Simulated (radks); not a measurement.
Task: All-electron atom: In10+ in [Kr] 4d3. Calculated with a radial shooting solver on a logarithmic mesh with Libxc functionals: scalar-relativistic Kohn-Sham, exchange-only LDA, spin-polarised, spherical densities, point nucleus; open shells are filled with parallel spins first (spin-orbit coupling, left out, can overturn this in heavy ions). Some entries of the table are withheld. Estimate them.

orbital,occ.,eigenvalue (eV),<r^2> (bohr^2)
1s up,1,-27917.86,0.001197
1s down,1,-27917.84,0.001197
2s up,1,-4350.810,0.01950
2s down,1,-4349.737,0.01950
2p up,3,-3927.717,0.01537
2p down,3,-3926.865,0.01537
3s up,1,-981.2781,0.1389
3s down,1,-980.5004,0.1387
3p up,3,-842.8065,0.1395
3p down,3,-841.9651,0.1393
3d up,5,-627.9697,0.1239
3d down,5,-626.8794,0.1236
4s up,1,-300.3685,0.7335
4s down,1,-296.1717,0.7321
4p up,3,-256.1463,0.8244
4p down,3,-251.8964,0.8238
4d up,3,(1),1.019
4d down,0,(2),1.022

Result: 
(1) 4d up eigenvalue (eV): -189.3609
(2) 4d down eigenvalue (eV): -185.1246
